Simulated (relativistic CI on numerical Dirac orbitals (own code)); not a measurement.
Slater and spin-orbit integrals, Ag²³⁺

Calculated at this level of theory: Dirac-Coulomb-Breit CI, KLI orbitals optimised for each configuration, model QED (radiative potential, 1s self-energy scaled to tabulated hydrogen-like ionisation energies), unscaled Slater integrals (own radial code, finite nucleus).

Slater integrals F^k, G^k are unscaled and averaged over j, outside the closed core [Ne]; ζ comes from projecting the Hamiltonian with its Breit term on Σ l·s of the shell.

- 3s2 3p6 3d6: F^2(3d,3d) = 319940, F^4(3d,3d) = 205560, ζ(3d) = 22660 cm⁻¹; <r>(3d) = 0.3155, <r^2>(3d) = 0.1164 (bohr units).
- 3s2 3p5 3d7: ζ(3p) = 186010, F^2(3d,3d) = 319120, F^4(3d,3d) = 205000, F^2(3p,3d) = 286570, G^1(3p,3d) = 318810, G^3(3p,3d) = 208640, ζ(3d) = 22324 cm⁻¹; <r>(3p) = 0.3463, <r^2>(3p) = 0.1386, <r>(3d) = 0.3162, <r^2>(3d) = 0.117 (bohr units).
- 3s2 3p4 3d8: F^2(3p,3p) = 286840, ζ(3p) = 185860, F^2(3d,3d) = 318280, F^4(3d,3d) = 204440, F^2(3p,3d) = 286150, G^1(3p,3d) = 318710, G^3(3p,3d) = 208460, ζ(3d) = 21993 cm⁻¹; <r>(3p) = 0.3468, <r^2>(3p) = 0.139, <r>(3d) = 0.3169, <r^2>(3d) = 0.1175 (bohr units).

Problem. Give the Racah parameters of the d shell in 3s2 3p6 3d6.

Solution. B = F²/49 − 5F⁴/441 = 4199 cm⁻¹ and C = 35F⁴/441 = 16314 cm⁻¹.

Averages of the first 10 configurations, taken without configuration mixing, which lowers the lowest level and can move excited configurations by several eV; other configurations of the list can lie among them:

```
 Configuration  Parity  States  Average energy above the lowest level (eV)
   3s2 3p6 3d6    even     210                                        21.6
   3s2 3p5 3d7     odd     720                                       218.6
   3s2 3p4 3d8    even     675                                       419.9
    3s 3p6 3d7    even     240                                       355.0
       3p6 3d8    even      45                                       694.3
    3s 3p5 3d8     odd     540                                       550.8
3s2 3p6 3d5 4s    even     504                                       483.5
3s2 3p6 3d5 4p     odd    1512                                       531.4
3s2 3p6 3d5 4d    even    2520                                       600.8
3s2 3p4 3d7 4s    even    3600                                       872.4
```
